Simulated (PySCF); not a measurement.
First SCF of a structure search on quartet Mo(OH)3, at a hand-made trigonal planar (heavy-atom frame) geometry. PySCF input:

```python
from pyscf import gto, scf, dft
mol = gto.M(atom='''
Mo     0.000000     0.000000     0.000000
O      2.010000     0.000000     0.000000
O     -1.005000     1.740700     0.000000
O     -1.005000    -1.740700     0.000000
H      2.627100    -0.735400     0.000000
H     -0.676700     2.642800     0.000000
H     -1.950400    -1.907400     0.000000''',
    basis={'Mo': 'def2-SVP', 'O': 'def2-SVP', 'H': 'def2-SVP'},
    ecp={'Mo': 'def2-SVP'},
    charge=0, spin=3)
mf = dft.UKS(mol, xc='PBE0')
mf.grids.atom_grid = (50, 194)
aux = {'Mo': 'def2-universal-JKFIT', 'O': 'def2-universal-JKFIT', 'H': 'def2-universal-JKFIT'}
mf = mf.density_fit(auxbasis=aux)
mf.conv_tol = 1e-08
mf.diis_space = 10
mf.max_cycle = 60
mf.init_guess = 'minao'
mf.verbose = 4
mf.kernel()
```

Excerpt of the output (cycles alone):

```
init E= -287.451187525949
cycle= 1 E= -294.903727221272  delta_E= -7.45  |g|= 0.971  |ddm|= 2.38
cycle= 2 E= -292.789383062527  delta_E= 2.11  |g|= 2.41  |ddm|= 2.07
cycle= 3 E= -295.184865984916  delta_E= -2.4  |g|= 0.362  |ddm|= 1.76
cycle= 4 E= -295.263732755615  delta_E= -0.0789  |g|= 0.0772  |ddm|= 0.563
cycle= 5 E= -295.267582834156  delta_E= -0.00385  |g|= 0.006  |ddm|= 0.0887
cycle= 6 E= -295.267649658936  delta_E= -6.68e-05  |g|= 0.0024  |ddm|= 0.0162
cycle= 7 E= -295.267663224223  delta_E= -1.36e-05  |g|= 0.000871  |ddm|= 0.00749
cycle= 8 E= -295.267665384854  delta_E= -2.16e-06  |g|= 0.0006  |ddm|= 0.00415
cycle= 9 E= -295.267665508273  delta_E= -1.23e-07  |g|= 0.000385  |ddm|= 0.00066
cycle= 10 E= -295.267665579505  delta_E= -7.12e-08  |g|= 3.72e-05  |ddm|= 0.000369
cycle= 11 E= -295.267665580967  delta_E= -1.46e-09  |g|= 8.74e-06  |ddm|= 8.27e-05
Extra cycle  E= -295.267665580878  delta_E= 8.92e-11  |g|= 1.76e-05  |ddm|= 2.24e-05
converged SCF energy = -295.267665580878  <S^2> = 3.7670691  2S+1 = 4.0085255
```

No lower solution of this spin was found from smeared starts or by a stability analysis within the unrestricted form.

Other spin states or occupations of the open shell can lie lower.

The search for the lowest solution, 3 starts and the stability check together, took 49 s on 2 threads of a shared Intel Xeon @ 2.50GHz (Skylake/Cascade Lake) host, with 88 basis functions; the process peaked at 0.65 GiB. Launch command: `OMP_NUM_THREADS=2 python axn.py task.json out`.
